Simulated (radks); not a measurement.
Task: Valence configurations of Ho III (all share [Xe]). Method: scalar-relativistic Kohn-Sham, SCAN, spin-polarised, spherical densities, finite nucleus; open shells are filled with parallel spins first (spin-orbit coupling, left out, can overturn this in heavy ions); meta-GGA in the generalised Kohn-Sham scheme; Fermi nuclear charge, rms radius 5.2022 fm; computed with a radial shooting solver on a logarithmic mesh with Libxc functionals. Order these by energy: 4f9 6p2; 4f10.5 6p0.5; 4f10 6p1; 4f9 5d1 6p1; 4f9 5d1 6s1; 4f10 5d1; 4f11.

Result: From the lowest, in eV above it: 4f11 0.000; 4f10.5 6p0.5 3.506; 4f10 5d1 3.692; 4f10 6p1 8.582; 4f9 5d1 6s1 11.678; 4f9 5d1 6p1 17.410; 4f9 6p2 24.637. NIST lists [Xe] 4f11 as the ground configuration; this level of theory agrees among the configurations tried. The energies are those of spherical high-spin densities, not of single terms. No valid solution was reached for [Xe] 4f10 6s1; [Xe] 4f9 6s2; [Xe] 4f10.5 6s0.5.
